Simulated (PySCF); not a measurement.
A geometry optimisation, step by step.

Compound: BH₇N₂Si₂.
SMILES with atom numbers: `[BH2:1][N:2]1[SiH2:3][NH:4][SiH2:5]1` (hydrogens: H6, H7 on B1; H8, H9 on Si3; H10 on N4; H11, H12 on Si5)

Method: PBE0-D3(BJ)/def2-SVP geometry optimisation, gas phase (PySCF 2.14.0); density fitting, grid level 1; the optimiser is geomeTRIC in internal coordinates, started from a GFN2-xTB structure with every atom displaced at random (about 0.01 Å). The frame can shift and turn from step to step; on so coarse a grid that alone can change the energy by a few meV, and forces under 0.02 eV/Å are noise.

Step 0: E = -19509.1528 eV, largest atomic force 2.566 eV/Å
```
atom  x, y, z in Å  |  force x, y, z in eV/Å
B1     -1.475   -0.855    1.053   -0.628   1.415  -0.489
N2     -0.466   -0.262    0.319   -0.042  -0.268   0.013
Si3    -0.342    1.279   -0.541    2.234  -1.011   0.755
N4      1.313    0.711   -0.907   -2.056  -0.503   0.962
Si5     1.166   -0.820   -0.077   -0.334   1.760  -0.024
H6     -1.348   -1.883    1.533    0.256  -1.764   0.816
H7     -2.499   -0.247    1.166   -0.516   0.130   0.153
H8     -1.195    1.388   -1.691   -0.792   0.295  -0.774
H9     -0.361    2.445    0.374   -0.266   0.251  -0.066
H10     2.025    1.123   -1.417    1.732   0.949  -1.217
H11     2.027   -0.926    1.112    0.281  -0.339   0.270
H12     1.197   -1.981   -0.934    0.131  -0.916  -0.400
```

Step 1: E = -19509.4325 eV, largest atomic force 0.508 eV/Å
```
atom  x, y, z in Å  |  force x, y, z in eV/Å
B1     -1.251   -0.611    1.109   -0.092  -0.426   0.262
N2     -0.206   -0.047    0.373    0.321   0.276  -0.208
Si3    -0.007    1.490   -0.501   -0.334   0.104  -0.271
N4      1.608    0.954   -0.902    0.138   0.214  -0.021
Si5     1.443   -0.558   -0.044    0.136  -0.420  -0.038
H6     -1.116   -1.716    1.627   -0.006   0.266  -0.137
H7     -2.299   -0.017    1.244   -0.033   0.057  -0.018
H8     -0.942    1.674   -1.663    0.117  -0.110   0.060
H9     -0.174    2.715    0.335    0.170  -0.025   0.109
H10     2.362    1.385   -1.436   -0.339  -0.245   0.264
H11     2.338   -0.801    1.129   -0.014   0.163   0.022
H12     1.519   -1.807   -0.872   -0.063   0.146  -0.025
```

Step 2: E = -19509.4514 eV, largest atomic force 0.219 eV/Å
```
atom  x, y, z in Å  |  force x, y, z in eV/Å
B1     -1.248   -0.609    1.108   -0.004  -0.149   0.066
N2     -0.200   -0.047    0.368   -0.079   0.063   0.037
Si3    -0.015    1.490   -0.504   -0.158   0.008  -0.103
N4      1.596    0.947   -0.894    0.130   0.168  -0.054
Si5     1.445   -0.567   -0.047    0.038  -0.175   0.041
H6     -1.110   -1.705    1.620   -0.009   0.066  -0.028
H7     -2.296   -0.010    1.240    0.006   0.023  -0.011
H8     -0.941    1.659   -1.666    0.024  -0.042   0.004
H9     -0.158    2.712    0.342    0.099  -0.030   0.049
H10     2.346    1.373   -1.420   -0.016  -0.043   0.021
H11     2.340   -0.780    1.130   -0.001   0.070   0.009
H12     1.517   -1.805   -0.881   -0.031   0.042  -0.031
```

Step 3: E = -19509.4556 eV, largest atomic force 0.090 eV/Å
```
atom  x, y, z in Å  |  force x, y, z in eV/Å
B1     -1.249   -0.615    1.113   -0.016   0.068  -0.037
N2     -0.205   -0.046    0.368   -0.027  -0.027   0.032
Si3    -0.017    1.488   -0.509   -0.038   0.001  -0.034
N4      1.597    0.950   -0.896   -0.055  -0.008   0.057
Si5     1.441   -0.567   -0.048    0.025  -0.001   0.040
H6     -1.113   -1.706    1.625    0.028  -0.033   0.006
H7     -2.295   -0.013    1.244    0.003  -0.003   0.001
H8     -0.939    1.650   -1.671   -0.020  -0.003  -0.011
H9     -0.136    2.708    0.345    0.035  -0.015   0.016
H10     2.349    1.370   -1.418    0.070   0.025  -0.051
H11     2.336   -0.759    1.132    0.003   0.005   0.000
H12     1.509   -1.800   -0.887   -0.011  -0.009  -0.018
```

Step 4: E = -19509.4561 eV, largest atomic force 0.048 eV/Å
```
atom  x, y, z in Å  |  force x, y, z in eV/Å
B1     -1.252   -0.613    1.113    0.034   0.012  -0.029
N2     -0.209   -0.043    0.369   -0.018   0.020  -0.001
Si3    -0.018    1.488   -0.511   -0.002  -0.001  -0.025
N4      1.596    0.948   -0.896   -0.033  -0.016   0.029
Si5     1.438   -0.568   -0.046    0.011   0.028   0.022
H6     -1.098   -1.704    1.621   -0.023  -0.031   0.028
H7     -2.301   -0.017    1.248    0.013  -0.005  -0.002
H8     -0.942    1.649   -1.673   -0.013   0.005   0.001
H9     -0.126    2.708    0.344    0.010  -0.003   0.005
H10     2.351    1.366   -1.420    0.024   0.007  -0.022
H11     2.334   -0.754    1.135    0.001  -0.009  -0.003
H12     1.502   -1.801   -0.885   -0.004  -0.008  -0.002
```

Step 5: E = -19509.4565 eV, largest atomic force under 0.02 eV/Å
```
atom  x, y, z in Å  |  force x, y, z in eV/Å
B1     -1.250   -0.613    1.114    0.000   0.004  -0.011
N2     -0.208   -0.043    0.369    0.004  -0.003   0.006
Si3    -0.019    1.488   -0.513    0.001  -0.005  -0.018
N4      1.595    0.948   -0.898    0.012   0.005  -0.007
Si5     1.439   -0.567   -0.045    0.004   0.016   0.006
H6     -1.103   -1.704    1.626   -0.001  -0.002   0.004
H7     -2.298   -0.016    1.245   -0.005  -0.002   0.004
H8     -0.947    1.649   -1.672   -0.003   0.004   0.009
H9     -0.122    2.707    0.344    0.002   0.001   0.002
H10     2.351    1.364   -1.423   -0.015  -0.009   0.004
H11     2.336   -0.752    1.135    0.000  -0.008  -0.003
H12     1.501   -1.801   -0.883    0.000  -0.001   0.005
```

**Question.** Summarise the path.

**Answer.** The energy falls by 7.00 kcal/mol from step 0 to step 5; nine tenths of that is first reached at step 1. It falls at every step. The largest force goes from 2.566 to under 0.02 eV/Å. Among the bonds B1–H6 changes most, from 1.142 to 1.214 Å; the atoms move by 0.058 Å rms after alignment.

**Question.** Follow the three bonds and two angles with the largest change from start to end.

**Answer.** 
```tsv
step	E above end (kcal/mol)	largest force (eV/Å)	B1–H6 (Å)	Si3–H8 (Å)	Si5–H12 (Å)	H8–Si3–H9 (°)	H11–Si5–H12 (°)
0	7.00	2.566	1.142	1.436	1.444	115.2	114.2
1	0.55	0.508	1.228	1.502	1.501	105.2	105.5
2	0.12	0.219	1.218	1.495	1.495	106.7	107.0
3	0.02	0.090	1.212	1.493	1.492	107.9	108.1
4	0.01	0.048	1.213	1.493	1.493	108.3	108.4
5	0.00	under 0.02	1.214	1.494	1.494	108.3	108.4
```

What follows is the cost of the whole optimisation. Time: 31 s; peak memory 0.50 GiB. Hardware: Arm Neoverse V1, one thread, shared host with 32 logical CPUs at a one-minute load of 26.
